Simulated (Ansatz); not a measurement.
Start from `[BH2][Al]1[CH2][NH]1` and change one atom or group to get `[Cl][Al]1[CH2][NH]1`.

Ansatz, PBE0-D4/def2-TZVP geometries, multiplicity 1. 

```
                                          property  `[BH2][Al]1[CH2][NH]1`
                 LUMO energy (PBE/def2-TZVPP) / eV                   -3.75
    size of the dipole moment (PBE/def2-TZVPP) / D                    0.66
size of the dipole moment (ωB97M-V/def2-TZVPP) / D                    1.52
              HOMO–LUMO gap (PBE0/def2-TZVPP) / eV                    3.43
    zero-point energy (PBE0-D4/def2-TZVP) / kJ/mol                   158.6
             HOMO energy (ωB97M-V/def2-TZVPP) / eV                   -8.51
```

Problem. Give the same properties after the change, and the shifts. (Best estimate.)

Solution. Ansatz gave: 
```csv
property,`[Cl][Al]1[CH2][NH]1`,shift
LUMO energy (PBE/def2-TZVPP) / eV,-1.97,1.78
size of the dipole moment (PBE/def2-TZVPP) / D,0.38,-0.28
size of the dipole moment (ωB97M-V/def2-TZVPP) / D,0.19,-1.33
HOMO–LUMO gap (PBE0/def2-TZVPP) / eV,5.56,2.13
zero-point energy (PBE0-D4/def2-TZVP) / kJ/mol,113.4,-45.2
HOMO energy (ωB97M-V/def2-TZVPP) / eV,-9.01,-0.50
```

With PBE0 the HOMO falls by 0.39 eV and the LUMO rises by 1.74 eV, so the gap widens by about 2.13 eV. PBE moves the HOMO by -0.25 eV and ωB97M-V by -0.50 eV. The zero-point energy changes by -45.2 kJ/mol with -6 modes. Dipoles are sizes alone; their direction can turn.
